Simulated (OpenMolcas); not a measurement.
## CaBr (SMILES [Ca][Br]): the vertical ionisation energy from total energies

CaBr: 2 atoms, total charge 0, spin state doublet. As SMILES, `[Ca][Br]`. The shape is that of a PBE0-D4/def2-TZVP optimisation.

```xyz
2

Ca    0.0000    0.0000    0.0186
Br    0.0000    0.0000    2.6141
```

Both states at this one shape; open shells run unrestricted unless said. 1 Eh = 27.2114 eV.

```tsv
level	program	doublet CaBr (Eh)	singlet CaBr+ (Eh)
UHF/3-21G	OpenMolcas	-3233.524704	-3233.294895
U-r2SCAN/cc-pVTZ	OpenMolcas	-3251.813677	-3251.597138
```

Task: Work out the vertical ionisation energy at each level.

Result: 
1. UHF/3-21G: -3233.294895 − (-3233.524704) = 0.229809 Eh = 6.25 eV.
2. U-r2SCAN/cc-pVTZ: -3251.597138 − (-3251.813677) = 0.216539 Eh = 5.89 eV.

No measured value is set beside it here; the levels span 5.89 to 6.25 eV. Hartree–Fock favours the state with fewer electron pairs, since it lacks pair correlation. Spin-orbit coupling, which splits open shells on such heavy atoms by tenths of an eV, is left out. All-electron rows are non-relativistic unless named.
